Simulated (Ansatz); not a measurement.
Bi(Br)(Me)2 (C2H6BiBr), SMILES [CH3][Bi]([CH3])[Br].

Geometry: B3LYP-D3(BJ)/def2-SVP. The def2 effective core potentials stand for the cores of Bi; spin–orbit coupling is left out.

Two levels are set side by side: PBE/def2-SVPD (Ansatz, a program for electronic structure) and PBE0/def2-SVPD (Ansatz). Energy differences of separate SCF runs at the same geometry; the states with an electron removed or added have multiplicity 2 and 2. Differences are taken from unrounded values.

```
quantity                            PBE
---------------------------------  ----
vertical ionisation energy (eV)    8.71
vertical singlet–triplet gap (eV)  3.40
```

Question: These are the PBE values. What does PBE0 give? (The exact figures need the calculation; the answer reports its results.)

Answer: 
| quantity | PBE0 | PBE minus PBE0 |
|---|---|---|
| vertical ionisation energy (eV) | 8.96 | -0.25 |
| vertical singlet–triplet gap (eV) | 3.54 | -0.14 |
